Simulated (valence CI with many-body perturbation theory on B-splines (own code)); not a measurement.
Results of a calculation; reference values are marked as such.
From CI to CI+MBPT in Tb LIII

Method: configuration interaction combined with many-body perturbation theory (CI+MBPT): three valence electrons over a frozen Dirac-Fock core [Ne], radial functions for each j: 11 s, 11 p, 9 d, 7 f, 5 g, 2 h, 1 i, with the one-electron correlation potential Σ1, the two-electron term Σ2, the three-electron term Σ3, Breit, model QED; selected CI, second order for the rest (own B-spline code, finite nucleus).

The last digits are not significant, and no measured levels were compared; by estimate large intervals hold to a few tenths of a per cent, small ones and those within an open d or f shell to about a per cent.

Each rung adds one term. CI alone is the Dirac-Coulomb CI over the frozen core; QED comes last and gives the full result, which names the levels. Energies are above (3s^2 3p1/2) J=1/2 on the same rung, in eV.

Levels are named by their leading jj configuration (3d3/2^4 stands for four electrons in 3d with j = 3/2), which in mixed levels can hold well under half, so a name can repeat and another be missing. Letters in brackets count levels of one name in rising energy.

```tsv
Level	CI alone	+ Σ1	+ Σ2	+ Σ3	+ Breit	Full
(3s 3p1/2^2) J=1/2	136.57	136.31	136.28	136.29	138.87	135.99
(3s^2 3p3/2) J=3/2	198.87	199.00	199.07	199.07	196.52	196.78
(3s 3p1/2 3p3/2) J=3/2 [a]	310.61	310.49	310.76	310.79	310.78	308.20
(3s 3p1/2 3p3/2) J=5/2	326.21	326.09	326.23	326.25	325.70	323.16
(3s 3p1/2 3p3/2) J=3/2 [b]	345.07	344.95	344.90	344.91	344.23	342.00
(3s 3p1/2 3p3/2) J=1/2	353.64	353.52	353.10	353.10	353.15	350.53
(3s^2 3d3/2) J=3/2	398.37	398.27	397.69	397.66	394.82	394.19
(3s^2 3d5/2) J=5/2	436.71	436.73	436.43	436.40	431.78	431.57
(3p1/2^2 3p3/2) J=3/2	480.89	480.53	480.38	480.42	481.94	477.19
(3s 3p1/2 3d3/2) J=3/2 [a]	495.10	494.75	494.70	494.70	494.36	490.90
(3s 3p1/2 3d3/2) J=5/2	506.51	506.16	506.09	506.10	504.91	501.83
(3s 3p3/2^2) J=5/2	522.17	522.18	522.28	522.29	519.46	517.19
(3s 3p1/2 3d3/2) J=1/2	528.51	528.17	527.70	527.68	527.03	523.96
(3s 3p1/2 3d3/2) J=3/2 [b]	532.59	532.26	531.77	531.73	531.00	527.81
(3s 3p1/2 3d5/2) J=5/2 [a]	552.83	552.60	552.43	552.40	550.25	547.31
(3s 3p3/2^2) J=1/2	552.51	552.52	552.41	552.41	550.03	547.70
(3s 3p3/2^2) J=3/2	558.90	558.91	558.49	558.49	555.84	553.49
(3s 3p1/2 3d5/2) J=7/2	564.06	563.83	563.60	563.59	560.84	557.90
(3s 3p1/2 3d5/2) J=5/2 [b]	573.08	572.84	572.56	572.51	570.15	567.17
```

Question: How does the ionisation energy move along the ladder, and which term matters most?

Answer: CI alone 4884.0, + Σ1 4885.1, + Σ2 4885.0, + Σ3 4884.9, + Breit 4878.8, + QED 4878.8 eV. The largest step is Breit, -6.1 eV. NIST lists 4877 ± 4 eV (theoretical).
